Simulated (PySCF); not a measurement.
C₆ coefficients of unlike pairs at revPBE

Calculated with PySCF 2.14 from the dipole response of each species, C₆(A,B) = (3/π) ∫ α_A(iu) α_B(iu) du, in atomic units, from isotropic polarisabilities. For ions this is the dispersion term alone; charge-induced terms of lower order in 1/R come first.

```csv
species,configuration,basis,relativity,α (bohr³),C₆ (like pair)
Zn,[Ar] 3d10 4s2 (1S),aug-cc-pVTZ-DK (8s7p5d3f2g),spin-free X2C,38.84,278.3
Ba,[Xe] 6s2 (1S),aug-cc-pVQZ-X2C (10s9p7d4f2g),spin-free X2C,278.8,5518
Ar(2+),[Ne] 3s2 3p4 (3P),"x2c-TZVPPall with one added diffuse shell each of s, p, d type (6s6p4d1f)",spin-free X2C,4.816,16.93
```

Question: Estimate C₆ for Ar(2+) with Zn.

Answer: The integral gives 58.13. The combination rule 2 C_A C_B / (C_A α_B/α_A + C_B α_A/α_B) gives 55.10 and the geometric mean 68.65.

No spin-orbit coupling is included.

The other pairs:

| pair | C₆ |
| --- | --- |
| Ba, Zn | 1129 |
| Ar(2+), Ba | 192.3 |
